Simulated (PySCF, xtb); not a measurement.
Si(Cl)(OH)2(OMe) (CH₅ClO₃Si), SMILES CO[Si](O)(O)Cl. The values are those of a single conformer.

Harmonic wavenumbers (cm⁻¹) from GFN2-xTB (xtb) at its own minimum, in rising order: 64, 110, 134, 182, 190, 246, 250, 282, 287, 353, 479, 757, 816, 833, 920, 969, 1130, 1140, 1167, 1410, 1471, 1479, 2963, 2981, 2999, 3671, 3681.

Problem. What does PySCF with B3LYP-D3(BJ)/def2-SVP give at its own minimum? (Estimate from the structure and the level; the computed values follow.)

Solution. 64, 97, 104, 155, 200, 263, 281, 314, 335, 381, 529, 758, 802, 809, 941, 999, 1160, 1179, 1216, 1474, 1476, 1480, 3009, 3086, 3120, 3881, 3884. Paired by order, the mean absolute difference is 46 cm⁻¹ and the zero-point energies are 44.3 and 45.7 kcal/mol.
